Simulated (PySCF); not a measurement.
Computed with PBE-D3(BJ)/def2-TZVP // PBE0-D4/def2-TZVP run with PySCF. Isolated molecules, 0 K electronic values unless said otherwise. One relaxed conformer stands for a flexible species; it need not be the lowest. 

Reference species (SMILES): `O[SiH3]` (neutral, multiplicity 1).

The LUMO is -0.83 eV. The HOMO–LUMO gap is 6.38 eV.

Changed species: `OC[SiH2]O` (X = hydroxymethyl; the reference has X = H).

Problem. Give the shifts of the LUMO and HOMO–LUMO gap.

Solution. the LUMO rises by 0.24 eV, to -0.59 eV; the HOMO–LUMO gap decreases by 0.95 eV, to 5.43 eV.
